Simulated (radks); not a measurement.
The numbers below are computed, except where a source is named.
These are the eigenvalues of the occupied orbitals of an atom or ion with whole-number occupations (hartree). Code: a radial shooting solver on a logarithmic mesh with Libxc functionals. Model: scalar-relativistic Kohn-Sham, PBEsol, spin-polarised, spherical densities, finite nucleus; Fermi nuclear charge, rms radius of each element as measured or else 0.836 A^(1/3) + 0.57 fm.

1s up: -1928.251
1s down: -1928.249
2s up: -339.4117
2s down: -339.3292
2p up: -304.2821
2p down: -304.2157
3s up: -93.45389
3s down: -93.40867
3p up: -82.61814
3p down: -82.56854
3d up: -68.56026
3d down: -68.48920
4s up: -35.43997
4s down: -35.23461
4p up: -31.63033
4p down: -31.42748
4d up: -26.44668
4d down: -26.24612

Which element is it, and in what charge state? The configuration may be excited. Open shells, if any, are filled with parallel spins first.

Answer. Z = 65, terbium, charge +22: Tb22+ in [Kr] 4d7. The list shows which subshells hold electrons but not how many an open one holds; the 1s level, -1928.3 hartree, gives Z - s = 62.1 by -(Z - s)^2/2, which with screening and relativity narrows Z to a few neighbours, and the depths of the outer levels then fix element, charge and occupations together.
